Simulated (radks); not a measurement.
Valence configurations of Sc I (all share [Ar]). Method: scalar-relativistic Kohn-Sham, PBEsol, spin-polarised, spherical densities, finite nucleus; open shells are filled with parallel spins first; Fermi nuclear charge, rms radius 3.5459 fm; computed with a radial shooting solver on a logarithmic mesh with Libxc functionals. Energies are relative to 3d1 4s2; eigenvalues in eV for spin up.

valence	E (eV)	moment (Bohr magnetons)	e(3d)	e(4p)	e(4s)
3d1 4s2	0.000	1	-3.536	-	-4.316
3d0.5 4s2 4p0.5	1.359	1	-5.611	-2.147	-5.196
3d1.5 4s1.5	0.329	2	-2.480	-	-4.131
3d1 4s1 4p1	1.916	3	-4.656	-2.353	-5.345
4s2 4p1	3.512	1	-	-2.741	-6.066
3d2 4s1	0.699	3	-1.736	-	-3.968
3d1 4s1.5 4p0.5	1.104	2	-4.159	-2.017	-4.900
3d0.5 4s1.5 4p1	2.528	2	-6.171	-2.569	-5.711
3d2.5 4s0.5	1.888	3	-1.273	-	-3.774
3d1 4p2	4.929	3	-5.634	-2.831	-

NIST lists [Ar] 3d1 4s2 as the ground configuration; this level of theory agrees among the configurations tried. The energies are those of spherical high-spin densities, not of single terms.
